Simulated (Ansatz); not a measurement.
The same path of FH3O2Si + H2S (10 atoms, charge 0, multiplicity 1) was run twice with different band settings. Lost on the way: Si1–F2, S8–H10. Made: Si1–S8, F2–H10.

The calculation used RHF/6-31G* in Ansatz.

Relaxed end points:

```xyz
10
Properties=species:S:1:pos:R:3
Si -0.190 0.540 -0.386
F 0.410 0.443 1.088
H 0.877 1.037 -1.245
O -1.425 1.588 -0.442
H -2.294 1.276 -0.228
O -0.743 -0.937 -0.776
H -0.282 -1.704 -0.457
S 1.283 -3.094 1.346
H 0.379 -3.815 1.995
H 1.207 -2.054 2.165
```

```xyz
10
Properties=species:S:1:pos:R:3
Si 0.230 -0.517 -0.575
F -0.869 0.043 2.726
H 0.978 -0.187 -1.785
O -0.294 0.891 0.037
H -0.684 0.890 0.905
O -0.939 -1.620 -0.888
H -1.580 -1.426 -1.559
S 1.454 -1.482 0.911
H 1.124 -2.733 0.618
H -0.197 -0.582 2.670
```

Common settings: movable images 7; climbing image yes; spring 5.0 eV/Å²; optimiser quadratic models (default); start path through a guess of the saddle point; force threshold 0.03 eV/Å; end points relaxed.

| run | iteration limit |
| --- | --- |
| 1 | 60 |
| 2 | 3 |

Question: What does each run give, and how far can it be trusted?

Answer: Run 1: converged after 48 iterations, highest image 3.061 eV above the first end. Neighbouring images differ by up to 1.9 eV, so the band resolves the path poorly. A vibrational analysis at the climbing image gives one clearly imaginary mode, 288i cm⁻¹: a first-order saddle point.
Run 2: not converged after 3 iterations, highest image 3.711 eV above the first end. The band didn't meet its force threshold, so its energies are provisional: the largest band force was still 18.86 eV/Å, and over the last iterations the top moved between 3.71 and 23.60 eV.
The orbitals stay closed-shell, which can raise the energy where a bond breaks towards radicals; this wasn't checked here.
